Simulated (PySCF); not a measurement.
UHF on S⁺ (sulfur, charge +1)

Configuration: [Ne] 3s2 3p3, high-spin 4S determinant. Computed with PySCF 2.14 in dyall-av3z (19s12p3d2f, 84 functions), with no relativity, point nucleus.

| Quantity | Value |
| --- | --- |
| Total energy | -397.173521 hartree |
| One-electron energy | -542.9359 hartree |
| Hartree (Coulomb) energy | 170.5545 hartree |
| Exchange energy | -24.7921 hartree |
| Kinetic energy | 397.17322 hartree |
| ⟨S²⟩ | 3.7509 |
| ⟨L²⟩ | 0.000 |
| Sum of ⟨r⟩ | 12.75 bohr |
| Sum of ⟨r²⟩ | 20.74 bohr² |
| Density at the nucleus (Gaussians lack the cusp) | 2660 bohr⁻³ |
| Spin density at the nucleus | 0.00329 bohr⁻³ |
| Langevin diamagnetic susceptibility | -16.4 ×10⁻⁶ cm³/mol |

```
shell  electrons  mean orbital energy (eV)  rms radius, mean of both spins (bohr)
 1s α          1                   -2515.7                                  0.113
 1s β          1                   -2514.8                                  0.113
 2s α          1                   -256.96                                  0.518
 2s β          1                   -256.10                                  0.518
 2p α          3                   -194.11                                  0.492
 2p β          3                   -192.49                                  0.492
 3s α          1                   -38.436                                   1.79
 3s β          1                   -29.055                                   1.79
 3p α          3                   -23.468                                   2.03
```

Spin-orbit constants ζ (cm⁻¹) from the X2C one-electron operator on these orbitals (non-relativistic here): bare nucleus, nucleus screened by l(l+1)(2l+1)/3 electrons, and screened by the Breit-Pauli mean field of the electrons.

```
shell   bare  screened nucleus  mean field
   2p   7405              6480        6059
   3p  530.0             463.8       427.3
```
